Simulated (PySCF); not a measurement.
C2H7Br2NSi, singlet, geometry from GFN2-xTB; CASSCF(2,3)/STO-3G run with PySCF.

PySCF was given this input:
```python
from pyscf import gto, scf, mcscf
import numpy

mol = gto.Mole()
mol.atom = '''
    C    -2.366550   -1.797670    0.963271
    C    -1.654570   -0.489583    1.283607
    Si    0.020691   -0.350205    0.425121
    N     1.071104   -1.612891    0.893799
    Br    0.858885    1.696291    0.811369
    Br   -0.153517   -0.552264   -1.779555
    H    -1.766550   -2.650277    1.274068
    H    -2.553149   -1.885024   -0.105385
    H    -3.323625   -1.846428    1.478686
    H    -1.513185   -0.403752    2.362409
    H    -2.288043    0.349899    0.988781
    H     1.225212   -1.827928    1.863511
    H     1.870764   -1.860820    0.334897
'''
mol.basis = 'sto-3g'
mol.charge = 0
mol.spin = 0
mol.verbose = 4
mol.build()

mf = scf.RHF(mol)
mf.kernel()
mc = mcscf.CASSCF(mf, 3, 2)
mc.fix_spin_(ss=0.0)
mc.kernel()
occ = numpy.linalg.eigvalsh(mc.fcisolver.make_rdm1(mc.ci, mc.ncas, mc.nelecas))[::-1]
ss = mc.fcisolver.spin_square(mc.ci, mc.ncas, mc.nelecas)[0]
print('natural occupations', occ.round(4), ' <S^2>', round(ss, 4))
```

What the program printed (banner, timings and long lists left out):

```
PySCF version 2.14.0

[INPUT] verbose = 4
[INPUT] num. atoms = 13
[INPUT] num. electrons = 110
[INPUT] charge = 0
[INPUT] spin (= nelec alpha-beta = 2S) = 0
[INPUT] symmetry False subgroup None
[INPUT] Mole.unit = angstrom
[INPUT] Symbol           X                Y                Z      unit          X                Y                Z       unit  Magmom
[INPUT]  1 C     -2.366550000000  -1.797670000000   0.963271000000 AA   -4.472131360089  -3.397103962347   1.820318373736 Bohr   0.0
[INPUT]  2 C     -1.654570000000  -0.489583000000   1.283607000000 AA   -3.126684153922  -0.925177785243   2.425665681575 Bohr   0.0
[INPUT]  3 Si     0.020691000000  -0.350205000000   0.425121000000 AA    0.039100323243  -0.661791537453   0.803362259801 Bohr   0.0
[INPUT]  4 N      1.071104000000  -1.612891000000   0.893799000000 AA    2.024093210926  -3.047922258776   1.689035320410 Bohr   0.0
[INPUT]  5 Br     0.858885000000   1.696291000000   0.811369000000 AA    1.623057422497   3.205525417565   1.533265195962 Bohr   0.0
[INPUT]  6 Br    -0.153517000000  -0.552264000000  -1.779555000000 AA   -0.290105085465  -1.043627708457  -3.362871573600 Bohr   0.0
[INPUT]  7 H     -1.766550000000  -2.650277000000   1.274068000000 AA   -3.338295685350  -5.008297684234   2.407639584072 Bohr   0.0
[INPUT]  8 H     -2.553149000000  -1.885024000000  -0.105385000000 AA   -4.824752365207  -3.562179098232  -0.199148787637 Bohr   0.0
[INPUT]  9 H     -3.323625000000  -1.846428000000   1.478686000000 AA   -6.280740990758  -3.489243228728   2.794311564229 Bohr   0.0
[INPUT] 10 H     -1.513185000000  -0.403752000000   2.362409000000 AA   -2.859505225800  -0.762980702245   4.464306004208 Bohr   0.0
[INPUT] 11 H     -2.288043000000   0.349899000000   0.988781000000 AA   -4.323774631228   0.661213281259   1.868525287174 Bohr   0.0
[INPUT] 12 H      1.225212000000  -1.827928000000   1.863511000000 AA    2.315315124531  -3.454283295424   3.521525420114 Bohr   0.0
[INPUT] 13 H      1.870764000000  -1.860820000000   0.334897000000 AA    3.535231603696  -3.516440167113   0.632863609938 Bohr   0.0

nuclear repulsion = 834.811755502272
number of shells = 37
number of NR pGTOs = 201
number of NR cGTOs = 67
basis = sto-3g
ecp = {}

******** <class 'pyscf.scf.hf.RHF'> ********
method = RHF
initial guess = minao
damping factor = 0
level_shift factor = 0
DIIS = <class 'pyscf.scf.diis.CDIIS'>
diis_start_cycle = 1
diis_space = 8
diis_damp = 0
SCF conv_tol = 1e-09
SCF conv_tol_grad = None
SCF max_cycles = 50
direct_scf = True
direct_scf_tol = 1e-13
Set gradient conv threshold to 3.16228e-05
Initial guess from minao.
init E= -5500.70874843066
  HOMO = -0.460976792679767  LUMO = -0.106036694573782  gap/eV = 9.65841
cycle= 1 E= -5507.58431927544  delta_E= -6.88  |g|= 0.454  |ddm|= 4.19
  HOMO = -0.249862371512289  LUMO = 0.259300811717467  gap/eV = 13.85504
cycle= 2 E= -5507.70433125734  delta_E= -0.12  |g|= 0.118  |ddm|= 1.18
  HOMO = -0.288580392080731  LUMO = 0.302985221848453  gap/eV = 16.09732
cycle= 3 E= -5507.71148077922  delta_E= -0.00715  |g|= 0.0333  |ddm|= 0.255
  HOMO = -0.303161543712025  LUMO = 0.293928048376708  gap/eV = 16.24764
cycle= 4 E= -5507.71231366325  delta_E= -0.000833  |g|= 0.00645  |ddm|= 0.108
  HOMO = -0.303740349756919  LUMO = 0.291881168065346  gap/eV = 16.20769
cycle= 5 E= -5507.71234433001  delta_E= -3.07e-05  |g|= 0.0018  |ddm|= 0.0195
  HOMO = -0.303929646489703  LUMO = 0.292013711284188  gap/eV = 16.21644
cycle= 6 E= -5507.7123470153  delta_E= -2.69e-06  |g|= 0.000397  |ddm|= 0.00644
  HOMO = -0.303998518047626  LUMO = 0.292005331770797  gap/eV = 16.21809
cycle= 7 E= -5507.71234714762  delta_E= -1.32e-07  |g|= 7.32e-05  |ddm|= 0.00149
  HOMO = -0.303997659444945  LUMO = 0.291986583132485  gap/eV = 16.21756
cycle= 8 E= -5507.71234715228  delta_E= -4.65e-09  |g|= 1.84e-05  |ddm|= 0.000267
  HOMO = -0.303999893201342  LUMO = 0.291988024155396  gap/eV = 16.21766
cycle= 9 E= -5507.71234715252  delta_E= -2.44e-10  |g|= 4.81e-06  |ddm|= 5.78e-05
  HOMO = -0.303999291696826  LUMO = 0.291988460500405  gap/eV = 16.21765
Extra cycle  E= -5507.71234715254  delta_E= -2e-11  |g|= 1.99e-06  |ddm|= 1.13e-05
converged SCF energy = -5507.71234715254

******** <class 'pyscf.mcscf.mc1step.CASSCF'> ********
CAS (1e+1e, 3o), ncore = 54, nvir = 10
max_cycle_macro = 50
max_cycle_micro = 4
conv_tol = 1e-07
conv_tol_grad = None
orbital rotation max_stepsize = 0.02
orbital rotation threshold for CI restart = 0.01
augmented hessian ah_max_cycle = 30
augmented hessian ah_conv_tol = 1e-12
augmented hessian ah_linear dependence = 1e-14
augmented hessian ah_level shift = 1e-08
augmented hessian ah_start_tol = 2.5
augmented hessian ah_start_cycle = 3
augmented hessian ah_grad_trust_region = 3
kf_trust_region = 3
kf_interval = 4
ci_response_space = 4
ci_grad_trust_region = 3
with_dep4 0
natorb = False
canonicalization = True
sorting_mo_energy = False
ao2mo_level = 2
internal_rotation = False
******** <class 'pyscf.fci.addons.SpinPenaltyFCISolver'> ********
max. cycles = 50
conv_tol = 1e-08
davidson only = True
linear dependence = 1e-12
level shift = 0.001
max iter space = 12
nroots = 1
pspace_size = 400
spin = None
CASCI E = -5507.71290798930  S^2 = 0.0000000
Set conv_tol_grad to 0.000316228
macro iter   1 ( 21 JK    4 micro), CASSCF E = -5507.71417061350  dE = -1.26262420e-03  S^2 = 0.0000000
               |grad[o]|=0.00238  |grad[c]|=0.0729  |ddm|=0.0114  |maxRot[o]|=0.184
macro iter   2 ( 21 JK    4 micro), CASSCF E = -5507.71666561559  dE = -2.49500209e-03  S^2 = 0.0000000
               |grad[o]|=0.00458  |grad[c]|=0.0298  |ddm|=0.0141  |maxRot[o]|=0.163
macro iter   3 ( 21 JK    4 micro), CASSCF E = -5507.71829017307  dE = -1.62455748e-03  S^2 = 0.0000000
               |grad[o]|=0.00737  |grad[c]|=0.0191  |ddm|=0.00541  |maxRot[o]|=0.128
macro iter   4 ( 21 JK    4 micro), CASSCF E = -5507.71826028726  dE =  2.98858149e-05  S^2 = 0.0000000
               |grad[o]|=0.00632  |grad[c]|=0.0144  |ddm|=0.00333  |maxRot[o]|=0.0539
macro iter   5 ( 21 JK    4 micro), CASSCF E = -5507.71919950051  dE = -9.39213250e-04  S^2 = 0.0000000
               |grad[o]|=0.00511  |grad[c]|=0.0122  |ddm|=0.00501  |maxRot[o]|=0.0479
macro iter   6 ( 21 JK    4 micro), CASSCF E = -5507.72052082360  dE = -1.32132309e-03  S^2 = 0.0000000
               |grad[o]|=0.0048  |grad[c]|=0.00531  |ddm|=0.0019  |maxRot[o]|=0.0872
macro iter   7 ( 21 JK    4 micro), CASSCF E = -5507.72114073310  dE = -6.19909501e-04  S^2 = 0.0000000
               |grad[o]|=0.00361  |grad[c]|=0.0071  |ddm|=0.00182  |maxRot[o]|=0.197
macro iter   8 ( 21 JK    4 micro), CASSCF E = -5507.72145957909  dE = -3.18845990e-04  S^2 = 0.0000000
               |grad[o]|=0.00242  |grad[c]|=0.0058  |ddm|=0.00252  |maxRot[o]|= 0.25
macro iter   9 ( 21 JK    4 micro), CASSCF E = -5507.72153816120  dE = -7.85821076e-05  S^2 = 0.0000000
               |grad[o]|=0.00121  |grad[c]|=0.00106  |ddm|=0.00114  |maxRot[o]|= 0.29
macro iter  10 ( 21 JK    4 micro), CASSCF E = -5507.72156238072  dE = -2.42195183e-05  S^2 = 0.0000000
               |grad[o]|=0.000598  |grad[c]|=0.000446  |ddm|=0.00099  |maxRot[o]|=  0.3
macro iter  11 (  4 JK    1 micro), CASSCF E = -5507.72156291442  dE = -5.33699676e-07  S^2 = 0.0000000
               |grad[o]|=0.000128  |grad[c]|=0.000161  |ddm|=3.88e-05  |maxRot[o]|=0.0392
macro iter  12 (  3 JK    1 micro), CASSCF E = -5507.72156295132  dE = -3.69072950e-08  S^2 = 0.0000000
               |grad[o]|=2.98e-05  |grad[c]|=7.26e-05  |ddm|=2.31e-05  |maxRot[o]|=0.0147
macro iter  13 (  1 JK    1 micro), CASSCF E = -5507.72156295134  dE = -1.27329258e-11  S^2 = 0.0000000
               |grad[o]|=1.76e-05  |grad[c]|=3.72e-06  |ddm|=2.58e-06  |maxRot[o]|=    0
1-step CASSCF converged in  13 macro (218 JK  43 micro) steps
CASSCF canonicalization
Density matrix diagonal elements [1.98120559 0.01321284 0.00558157]
CASSCF energy = -5507.72156295134
CASCI E = -5507.72156295134  E(CI) = -1.32881667223046  S^2 = 0.0000000
natural occupations [1.9816e+00 1.8300e-02 2.0000e-04]  <S^2> 0.0
```
